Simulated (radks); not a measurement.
Spin polarisation of the 5d5 shell in the osmium ion Os3+. Start: [Xe] 4f14 5d(up 2.5, down 2.5); electrons of 5d are moved from spin down to spin up, other shells keep equal spins. Method: scalar-relativistic Kohn-Sham, LDA (Slater exchange, Perdew-Wang correlation), spin-polarised, spherical densities, finite nucleus; Fermi nuclear charge, rms radius of each element as measured or else 0.836 A^(1/3) + 0.57 fm; computed with a radial shooting solver on a logarithmic mesh with Libxc functionals.

moment (Bohr magnetons)  E - E(0) (eV)  e(5d up) (eV)  e(5d down) (eV)  5p down minus up (eV)  4f down minus up (eV)
0                                0.000        -35.300          -35.300                  0.000                  0.000
1                               -0.164        -35.613          -34.955                  0.579                  0.123
2                               -0.659        -35.897          -34.573                  1.162                  0.247
3                               -1.490        -36.152          -34.149                  1.750                  0.371
4                               -2.664        -36.381          -33.679                  2.348                  0.494
5                               -4.195        -36.581          -33.149                  2.957                  0.619

At moment 5 the spin-polarisation energy is -4.195 eV and the 5d exchange splitting 3.432 eV, that is 0.686 eV per Bohr magneton; E = -I m^2/4 would give I = 0.671 eV.
